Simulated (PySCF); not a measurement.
Species: C₈H₉FS.
SMILES with atom numbers: `[CH3:1][CH2:2][S:3][c:4]1[cH:5][cH:6][c:7]([F:8])[cH:9][cH:10]1`

Definitions: NICS(0) = −σiso at the ring centroid; NICS(1) = −σiso and NICS(1)zz = −σzz at ±1 Å along the ring normal z. Level: GIAO PBE0/pcSseg-1 (PySCF, non-relativistic, gas phase) on the GFN2-xTB geometry, one conformer.

Ring bond lengths (Å), with Mayer bond orders in brackets: C4–C5 1.394 (1.38), C5–C6 1.379 (1.44), C6–C7 1.384 (1.42), C7–C9 1.382 (1.43), C9–C10 1.383 (1.43), C10–C4 1.389 (1.34).

**Question.** Give the NICS values of each ring in ppm.

**Answer.** 
```
              ring                                              type  NICS(0)  NICS(1), two faces  NICS(1)zz, two faces  rms pucker (Å)  centre to ring atoms, mean (Å)
C4–C5–C6–C7–C9–C10  6-membered carbocycle; formal bonds all aromatic     -9.4       -10.6 / -10.6         -25.3 / -25.6            0.00                            1.39
```

**Question.** What do they say, and how far can they be read as aromaticity?

**Answer.** 
- C4–C5–C6–C7–C9–C10: mean NICS(1)zz -25.4 ppm, shielded. For a flat ring without four-coordinate atoms the NICS criterion counts such a value as aromatic.

**Question.** How equal are the bonds by HOMA? HOMA = 1 − mean of α(R − Ropt)² over the ring bonds, with Krygowski's 1993 parameters (CC: Ropt 1.388 Å, α 257.7 Å⁻²).

**Answer.** 
- C4–C5–C6–C7–C9–C10: HOMA 0.99 = 1 − EN − GEO, with mean bond length 1.385 Å, EN = α(Ropt − mean)² = 0.002 and GEO = α × variance = 0.006. The geometric and the magnetic index point the same way.

**Question.** What are the shieldings of the ring atoms and their hydrogens in the same run (means over atoms taken as equivalent)?

**Answer.** 
```tsv
atoms	environment	σ isotropic (ppm)	principal values of the symmetric part, first atom (ppm)
C4	substituted aromatic carbon	47.5	-42.9, 28.3, 157.2
C5 (×2)	aromatic CH carbon	55.7	-48.0, 43.5, 162.5
C6 (×2)	aromatic CH carbon	64.9	-21.9, 48.9, 167.3
C7	aromatic C–F carbon	17.1	-63.0, 30.1, 84.3
H on C5 (×2)	aromatic hydrogen	24.41	19.8, 23.5, 29.5
H on C6 (×2)	aromatic hydrogen	24.42	20.8, 25.3, 27.1
```

The values belong to the conformer `[CH3:1][CH2:2][S:3][c:4]1[cH:5][cH:6][c:7]([F:8])[cH:9][cH:10]1`: C1–C2–S3–C4 67°, C2–S3–C4–C5 -162°.
